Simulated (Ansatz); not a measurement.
Cartesian coordinates in Å:
```
C 0.940 1.227 0.793
Se -0.840 0.786 1.469
B -1.435 -0.570 0.296
Al -0.290 -1.303 -1.315
H 1.350 2.019 1.418
H 1.585 0.351 0.856
H 0.866 1.583 -0.233
H -2.533 -0.940 0.600
H 0.716 -2.526 -1.128
H -0.359 -0.627 -2.756
```

Total charge 0; spin multiplicity 1.

**Question.** List the r2SCAN/def2-TZVPP orbital energies in eV (Ansatz). (An estimate is asked.)

**Answer.** Computed: Occupied: -12334.42, -1575.05, -1516.79, -1412.30, -1412.25, -1412.25, -274.05, -211.18, -180.59, -154.63, -154.46, -154.45, -110.32, -70.70, -70.42, -70.40, -54.97, -54.93, -54.91, -54.79, -54.78, -20.06, -16.97, -12.34, -11.24, -11.09, -10.19, -8.91, -8.22, -7.49, -6.67, -6.31. Lowest empty: -2.35, -2.08, -0.23, 1.00, 1.21, 1.71, 2.24, 2.32.
